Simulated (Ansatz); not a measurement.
Input file for `[NH2][AlH][AlH][O][AlH][F]`:

```yaml
crystal:
  periodic: [false, false, false]
  atoms:
    - {symbol: N, position_ang: [-1.696868, 1.167999, 0.061861]}
    - {symbol: Al, position_ang: [-1.202085, 0.548560, -1.520427]}
    - {symbol: Al, position_ang: [0.941194, -0.904656, -1.429241]}
    - {symbol: O, position_ang: [1.591832, -1.065539, 0.140263]}
    - {symbol: Al, position_ang: [1.559912, -0.745567, 1.778516]}
    - {symbol: F, position_ang: [0.326900, 0.194046, 2.363444]}
    - {symbol: H, position_ang: [-1.205313, 0.984990, 0.925309]}
    - {symbol: H, position_ang: [-2.502480, 1.749218, 0.233468]}
    - {symbol: H, position_ang: [-2.114330, 0.951768, -2.762294]}
    - {symbol: H, position_ang: [1.748820, -1.664193, -2.573666]}
    - {symbol: H, position_ang: [2.617615, -1.273626, 2.803468]}
basis:
  gaussian: {orbitals: def2-TZVPP}
correlation: {method: ccsd_t}
output: {orbitals: {seedname: orbitals}}
```

```sh
$ ansatz run in.yaml --threads 4 --pin off --events-out ev --progress --plain --max-ram 10444MiB
```

Log, shortened:

```
Functional definition: HF
1747 factors; integrals over basis functions are off by at most 1.0e-3 eV
mean field evaluation 1: about -26053.5745 eV, gradient 6.6e1 eV
mean field evaluation 2: about -26053.7463 eV, gradient 6.6e1 eV
mean field evaluation 4: about -26062.2483 eV, gradient 4.6e0 eV
mean field evaluation 8: about -26062.3775 eV, gradient 7.1e-1 eV
mean field -26062.37902699 eV, -957.7747635267 hartree, gradient 6.8e-6 eV, S^2 0.000000; 0 other end points of the search recorded, 0 dependent functions left out
18 core orbitals not correlated: weight in the atoms' cores, before any rotation towards them, 1.000 or more for the frozen orbitals, at most 0.000 for the correlated occupied ones
reference -26062.37902699 eV, -957.7747635267 hartree; 16, 16 occupied and 255, 255 virtual orbitals, 1747 factors
second order -25.26620295 eV of doubles, -0.00000000 eV of singles
cycle   1  -25.46855302 eV  change   -2.0e-1 eV  update   1.2e-1
cycle   2  -26.11359132 eV  change   -6.5e-1 eV  update   3.9e-2
cycle   3  -26.29591488 eV  change   -1.8e-1 eV  update   2.2e-2
cycle   4  -26.27263316 eV  change    2.3e-2 eV  update   5.5e-3
cycle   5  -26.27059752 eV  change    2.0e-3 eV  update   2.7e-3
cycle   6  -26.27235876 eV  change   -1.8e-3 eV  update   9.5e-4
cycle   7  -26.27179210 eV  change    5.7e-4 eV  update   4.2e-4
cycle   8  -26.27157726 eV  change    2.1e-4 eV  update   1.6e-4
cycle   9  -26.27167014 eV  change   -9.3e-5 eV  update   6.5e-5
cycle  10  -26.27169465 eV  change   -2.5e-5 eV  update   2.0e-5
perturbative correction -0.88931605 eV, -0.0326817619 hartree
Total energy: -26089.54003768 eV, -958.7729122595 hartree
```

It took 4.2 min on 4 threads of an Arm Neoverse V2 on a shared host, with 8.2 GiB of host memory at the peak.

Correlation energy per correlated electron: -0.849 eV. T1 diagnostic: 0.0138.
